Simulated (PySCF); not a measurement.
**Question.** What does the GFN2-xTB structure of `C#C[C@@H]1[C@H]2CC[C@]1(Cl)C[C@H]2F` look like in three dimensions?

**Answer.** 
```
atom  x, y, z in Å
C1     2.6427    1.6174    1.0058
C2     1.9333    0.8293    0.4519
C3     1.0802   -0.1363   -0.1989
C4    -0.0308    0.4551   -1.0864
C5    -0.7870   -0.8091   -1.5119
C6    -0.7317   -1.6945   -0.2486
C7     0.0692   -0.8320    0.7321
Cl8    0.7651   -1.7601    2.0703
C9    -0.7995    0.3378    1.2002
C10   -0.9174    1.1919   -0.0731
F11   -0.4669    2.4746    0.1485
H12    3.2623    2.3159    1.4826
H13    1.6957   -0.8588   -0.7408
H14    0.2974    1.0941   -1.9032
H15   -1.8089   -0.5855   -1.8157
H16   -0.2837   -1.2887   -2.3507
H17   -0.2122   -2.6333   -0.4381
H18   -1.7192   -1.9292    0.1457
H19   -0.2858    0.9117    1.9719
H20   -1.7637    0.0109    1.5851
H21   -1.9479    1.3058   -0.4273
```

Any rigid rotation of these coordinates is as good. Atoms count from 1 in this order. The 10 C–C bonds span 1.196 Å (C1≡C2, drawn triple) to 1.544 Å (C5–C6, drawn single), a spread of 0.348 Å. Of the pairs four or more bonds apart, C2···F11 is among the closest relative to their van der Waals radii: 2.93 Å, 92 % of the sum of Bondi's values. The 5-membered ring C3–C4–C5–C6–C7 has internal angles of 92.8° to 103.2°; it is puckered, 0.27 Å rms from its mean plane, widest ring torsion 57°. The 5-membered ring C3–C4–C10–C9–C7 has internal angles of 92.8° to 103.6° (sum 504°, against 540° for a flat polygon); it is puckered, 0.26 Å rms from its mean plane, widest ring torsion 57°.

Bonds between heavy atoms (Å): C1≡C2 1.196, C2–C3 1.444, C3–C4 1.540, C4–C5 1.533, C5–C6 1.544, C6–C7 1.532, C7–Cl8 1.771, C7–C9 1.530, C9–C10 1.538, C10–F11 1.377, C3–C7 1.540, C4–C10 1.535.

Computed geometry: GFN2-xTB, gas phase.

Point group: C1 (no symmetry element, even within 0.4 Å). No GFN2-xTB frequencies stand behind this structure, so it isn't proved a minimum.
